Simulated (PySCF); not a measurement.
Mapped SMILES: `[H]/[N:1]=[CH:2]\[CH:3]=[CH:4]\[B:5]([F:6])[F:7]`. Each H is labelled by its parent atom.

Geometry: PBE0-D3(BJ)/def2-SVP; GIAO absolute shieldings from PySCF, gas phase, non-relativistic, averaged over equivalent atoms.

At PBE0/def2-SVP (118 basis functions, 8.2 s wall time on 1 thread of an Arm Neoverse V2, shared host):
```csv
atoms,σ (ppm)
N1,-97.6
C2,28.0
C3,40.1
C4,69.6
B5,87.7
F6/F7,275.3
H(N1),20.65
H(C2),23.46
H(C3),24.86
H(C4),25.66
```

**Question.** What do these become at WP04/pcSseg-1?

**Answer.** 
```json
{"atoms": "N1", "σ at WP04/pcSseg-1": "-127.9", "change": "-30.3"}
{"atoms": "C2", "σ at WP04/pcSseg-1": "-2.3", "change": "-30.3"}
{"atoms": "C3", "σ at WP04/pcSseg-1": "12.2", "change": "-27.9"}
{"atoms": "C4", "σ at WP04/pcSseg-1": "43.9", "change": "-25.7"}
{"atoms": "B5", "σ at WP04/pcSseg-1": "71.0", "change": "-16.7"}
{"atoms": "F6/F7", "σ at WP04/pcSseg-1": "270.5", "change": "-4.8"}
{"atoms": "H(N1)", "σ at WP04/pcSseg-1": "21.25", "change": "+0.60"}
{"atoms": "H(C2)", "σ at WP04/pcSseg-1": "23.75", "change": "+0.29"}
{"atoms": "H(C3)", "σ at WP04/pcSseg-1": "25.12", "change": "+0.26"}
{"atoms": "H(C4)", "σ at WP04/pcSseg-1": "26.03", "change": "+0.37"}
```

The largest change is at N1 (imine nitrogen). Cost: 139 basis functions, 11 s wall time on 1 thread of an Arm Neoverse V1, shared host. The order of the carbon signals is the same at both levels.

A carbon bonded to boron is broadened by the quadrupolar boron nucleus and is often missing from a measured spectrum.
